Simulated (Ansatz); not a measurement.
Total energies of (H2In-mu-Cl)2 (In₂H₄Cl₂) from Ansatz at r2SCAN-D4/def2-TZVP, gas phase (1 Eh = 27.2114 eV = 2625.5 kJ/mol). The reference geometry is relaxed at PBE0-D4/def2-SVP.

```json
{"state": "charge 0 singlet", "geometry": "reference", "energy (Eh)": "-1303.28992"}
{"state": "charge 1 doublet", "geometry": "reference", "energy (Eh)": "-1302.93166"}
{"state": "free In atom (doublet)", "geometry": "–", "energy (Eh)": "-190.18147"}
{"state": "free H atom (doublet)", "geometry": "–", "energy (Eh)": "-0.49993"}
{"state": "free Cl atom (doublet)", "geometry": "–", "energy (Eh)": "-460.11688"}
```

In the def2 sets In takes a core potential; there is no spin–orbit coupling.

**Question.** Work out the vertical ionisation energy to the doublet.

**Answer.** E(charge 1 doublet) − E(charge 0 singlet) = -1302.93166 − (-1303.28992) = 0.35826 Eh = 9.75 eV. For comparison, −ε of the highest occupied level is 7.41 eV at this level, 2.34 eV less.

**Question.** What is the binding energy per atom against free atoms?

**Answer.** Atoms: 2 × (-190.18147) + 4 × (-0.49993) + 2 × (-460.11688) = -1302.59642 Eh. Binding: -1302.59642 − (-1303.28992) = 0.69350 Eh = 18.87 eV, or 2.36 eV for each of 8 atoms (no zero-point energy, no counterpoise term).
